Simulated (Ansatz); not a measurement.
`B[O][GaH2]`, charge 0, multiplicity 1.

(1) Give a relaxed structure at PBE0-D4/def2-TZVP (the Gaussian-basis code of Ansatz). (Estimate.)

Results:

(1) Ansatz gave: 
Cartesian coordinates in Å:
```
B -1.371 0.213 -0.542
O -0.245 0.379 0.148
Ga 1.397 -0.186 0.575
H -1.507 -0.728 -1.287
H -2.256 1.020 -0.411
H 1.452 -1.114 1.822
H 2.531 0.415 -0.304
```
Point group Cs.
